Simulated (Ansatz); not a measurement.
Basis-set series for C2H7GeN, SMILES `C=[C](N)[GeH3]`. Charge 0, multiplicity 1. All single points use the PBE0-D4/def2-TZVP geometry. It is one conformer, not always the lowest.

```xyz
11

C     1.140   -0.363   -1.036
C     0.377   -0.145    0.040
N     0.788   -0.371    1.343
Ge   -1.380    0.676   -0.171
H     0.797   -0.101   -2.027
H     2.135   -0.794   -0.954
H     1.621   -0.931    1.448
H     0.071   -0.624    2.003
H    -1.747    0.695   -1.659
H    -1.382    2.106    0.397
H    -2.422   -0.146    0.616
```

```tsv
functional	basis	functions	energy (Eh)	HOMO (eV)	LUMO (eV)
PBE0-D4	def2-SVP	109	-2211.36580	-6.03	0.64
PBE0-D4	def2-TZVPP	239	-2211.77913	-6.20	0.37
ωB97M-V	def2-SVP	109	-2211.58993	-8.22	2.67
ωB97M-V	def2-TZVPP	239	-2212.01047	-8.41	2.17
```

(1) Give the rows for def2-QZVPP. (Best estimate.)

Results:

(1) Computed: 
| functional | basis | functions | energy (Eh) | HOMO (eV) | LUMO (eV) |
| --- | --- | --- | --- | --- | --- |
| PBE0-D4 | def2-QZVPP | 470 | -2211.83200 | -6.24 | 0.21 |
| ωB97M-V | def2-QZVPP | 470 | -2212.06204 | -8.45 | 1.56 |

Positive LUMOs are unbound and depend on the basis. Scalar relativity is left out up to krypton.
